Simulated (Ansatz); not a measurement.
A nudged elastic band was laid between two geometries of C3H12BNSi (18 atoms, charge 0, multiplicity 1).

Computed with RKS B3LYP/6-31G* in Ansatz.

* movable images: 5
* climbing image: yes
* spring: 5.0 eV/Å²
* optimiser: quadratic models (default)
* start path: IDPP
* force threshold: 0.5 eV/Å
* iteration limit: 53
* end points: relaxed

Image 0:

```xyz
18
Properties=species:S:1:pos:R:3
C 0.578 -2.094 -0.228
C 1.274 -0.827 -0.762
B 0.595 0.550 -0.339
N 1.390 1.554 0.242
C -0.955 0.831 -0.560
Si -1.942 0.790 1.051
H 1.065 -3.007 -0.591
H -0.472 -2.139 -0.540
H 0.592 -2.128 0.868
H 2.335 -0.848 -0.473
H 1.270 -0.870 -1.864
H 2.377 1.434 0.427
H 1.039 2.461 0.520
H -1.114 1.829 -0.995
H -1.403 0.108 -1.254
H -1.710 -0.469 1.812
H -1.547 1.927 1.932
H -3.409 0.907 0.806
```

Image 6:

```xyz
18
Properties=species:S:1:pos:R:3
C 0.577 -2.095 -0.223
C 1.273 -0.828 -0.758
B 0.594 0.551 -0.341
N 1.391 1.557 0.234
C -0.955 0.832 -0.562
Si -1.941 0.789 1.050
H 1.064 -3.008 -0.587
H -0.474 -2.139 -0.535
H 0.591 -2.129 0.873
H 2.334 -0.848 -0.466
H 1.271 -0.872 -1.860
H 1.042 2.467 0.508
H 2.378 1.438 0.419
H -1.114 1.830 -0.995
H -1.404 0.109 -1.256
H -1.711 -0.471 1.810
H -1.546 1.924 1.934
H -3.408 0.905 0.807
```

(1) Which bonds break or form, and what moves?

(2) What energy profile does the band end with?

(3) What is the geometry of the highest image?

## Answers

(1) No bond is made or broken. The height of N4 over the plane of its neighbours goes from 0.00 to 0.00 Å. The two ends are copies of one structure, up to a mirror image or an exchange of like atoms.

(2) The forces met the threshold. The highest image is number 3 of 0 to 6, 126.2 kJ/mol above the ends, which have the same energy within 2 meV. The threshold of 0.5 eV/Å is loose, so the images may lie well off the minimum-energy path. The order of the stationary point at the top wasn't checked.

```csv
image,path coordinate (Å),energy (kJ/mol),height of N4 over the plane of its neighbours (Å)
0,0.00,0.0,0.00
1,0.64,22.0,0.01
2,1.28,87.4,-0.04
3,1.91,126.2,-0.13
4,2.55,80.1,-0.07
5,3.19,18.6,-0.02
6,3.83,0.0,0.00
```

(3) 
```xyz
18
Properties=species:S:1:pos:R:3
C 0.491 -2.137 -0.069
C 1.274 -0.905 -0.575
B 0.632 0.529 -0.276
N 1.416 1.658 0.266
C -0.878 0.768 -0.684
Si -1.992 0.900 0.844
H 0.983 -3.073 -0.359
H -0.530 -2.166 -0.468
H 0.411 -2.140 1.025
H 2.304 -0.941 -0.200
H 1.352 -0.986 -1.675
H 2.051 2.167 -0.333
H 1.664 1.781 1.235
H -0.965 1.759 -1.156
H -1.315 0.010 -1.348
H -1.889 -0.319 1.696
H -1.627 2.067 1.692
H -3.419 1.038 0.438
```

Run time: 76 s on 2 threads of Arm Neoverse V2 (shared host), peak memory 0.3 GiB.
